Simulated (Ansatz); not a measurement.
Cartesian coordinates (Å):
SMILES: [OH][In]([OH])[SH]
```xyz
7

O     -0.0615     1.9602    -0.0388
In    -0.2743     0.0043    -0.0756
O     -2.0918    -0.5629    -0.5663
S      1.4548    -1.5481     0.4141
H      0.8199     2.2601     0.1972
H     -2.2155    -1.5153    -0.5882
H      2.3685    -0.5983     0.6575
```
Charge 0, spin multiplicity 1.

These are frozen-core CCSD(T)/def2-TZVPP // CAM-B3LYP-D3(BJ)/def2-TZVP (Ansatz, an electronic-structure program) values and carry that method's errors.

```
Quantity                       Result
----------------------  -------------
HF energy               -738.36247 Ha
MP2 correlation energy    -0.95083 Ha
```

Estimate the CCSD correlation energy, the (T) correction, the total energy and the T1 diagnostic.


| Quantity | Value |
|---|---|
| CCSD correlation energy | -0.96111 Ha |
| (T) correction | -0.03658 Ha |
| CCSD(T) total energy | -739.36016 Ha |
| T1 diagnostic | 0.016 |
